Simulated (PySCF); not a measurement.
Correlation energy of Ga⁺ (gallium, charge +1)

[Ar] 3d10 4s1 4p1, high-spin 3P determinant (an excited configuration). All numbers are calculated (PySCF 2.14, scalar relativity by spin-free X2C-1e, in ANO-RCC-VTZP). Frozen: [Ar] 3d10; 2 electrons correlated.

With two correlated electrons CCSD is exact within the correlated space (frozen core and kept virtual orbitals).

```json
{"level": "CCSD", "correlation energy (mhartree)": "-3.67"}
```

Diagnostics: T1 = 0.0022, D1 = 0.0038, largest double amplitude 0.040.

Problem. Is a single reference adequate?

Solution. Yes, within this model without spin-orbit coupling: T1 lies below 0.03 and no double amplitude reaches 0.07.

The basis was made for the ground configuration and has no added diffuse functions, which can raise the energy of the promoted electron.
